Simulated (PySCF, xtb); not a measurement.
GeF2, SMILES [F][Ge][F] (connectivity only; charge and spin as stated), neutral, multiplicity 1.

xtb with GFN2-xTB at its own geometry gives an orbital gap of 4.97 eV and a dipole moment of 4.10 D.

Geometry: B3LYP-D3(BJ)/def2-TZVP. The isomer is the one that the SMILES or the coordinates give; other isomers of the formula were not compared.

**Question.** What does PySCF with M06-2X/def2-TZVPD give? (Estimate from the structure and the level; the computed values follow.)

**Answer.** gap 8.35 eV (levels -10.19 and -1.84 eV), dipole 2.63 D.
